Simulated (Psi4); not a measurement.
H$_{3}$O$_{2}$ (SMILES O[OH2+]), charge +1, singlet, geometry from GFN2-xTB, atoms displaced at random by about 0.02 Å a coordinate. Base run: PBE0/6-31G** run with Psi4 1.11.

Here is a job for Psi4.
```
memory 2 GB

molecule mol {
1 1
O     0.143092    0.546734   -0.313187
O    -0.157969   -0.661355    0.392172
H     1.102529    0.769508   -0.067580
H    -0.428820   -1.330529   -0.281835
H    -0.483336    1.254110    0.085709
}

set {
  basis 6-31g**
  reference rks
}

optimize('pbe0')
print_variables()
```

Variants of this job, named by their change:

```csv
change,ΔE vs base (kcal/mol),optimiser steps,core-seconds (rough)
base,0.000,6,10
hess_update = bofill,0.000,5,10
g_convergence = turbomole,0.000,7,10
intrafrag_hess = simple,0.000,5,10
g_convergence = nwchem_loose,0.000,6,10
hess_update = none,0.000,9,20
step_type = sd,0.001,11,20
```
